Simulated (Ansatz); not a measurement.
One change: `[SiH3]C1CO1` becomes `OCC1CO1`.

Ansatz, PBE0-D4/def2-TZVP geometries, multiplicity 1. Each molecule was computed in one conformer, which needn't be the lowest.

```json
{"property": "ideal-gas entropy at 298 K and 1 bar (rigid rotor, harmonic PBE0-D4/def2-TZVP) / J/(mol·K)", "`[SiH3]C1CO1`": "303"}
{"property": "size of the dipole moment (ωB97M-V/def2-TZVPP) / D", "`[SiH3]C1CO1`": "1.72"}
{"property": "zero-point energy (PBE0-D4/def2-TZVP) / kJ/mol", "`[SiH3]C1CO1`": "190.3"}
{"property": "HOMO energy (PBE0/def2-TZVPP) / eV", "`[SiH3]C1CO1`": "-7.81"}
{"property": "LUMO energy (B3LYP/def2-TZVPP) / eV", "`[SiH3]C1CO1`": "0.41"}
{"property": "LUMO energy (PBE0/def2-TZVPP) / eV", "`[SiH3]C1CO1`": "0.65"}
```

Q: Give the same properties after the change, and the shifts. (Estimate.)

A: Computed: 
```tsv
property	`OCC1CO1`	shift
ideal-gas entropy at 298 K and 1 bar (rigid rotor, harmonic PBE0-D4/def2-TZVP) / J/(mol·K)	304	1
size of the dipole moment (ωB97M-V/def2-TZVPP) / D	1.95	0.23
zero-point energy (PBE0-D4/def2-TZVP) / kJ/mol	240.1	49.8
HOMO energy (PBE0/def2-TZVPP) / eV	-7.82	-0.01
LUMO energy (B3LYP/def2-TZVPP) / eV	0.94	0.53
LUMO energy (PBE0/def2-TZVPP) / eV	1.33	0.68
```

The zero-point energy changes by 49.8 kJ/mol with +3 modes. Dipoles are sizes alone; their direction can turn.

B3LYP here is the variant with VWN-RPA as its local correlation; programs differ in this.
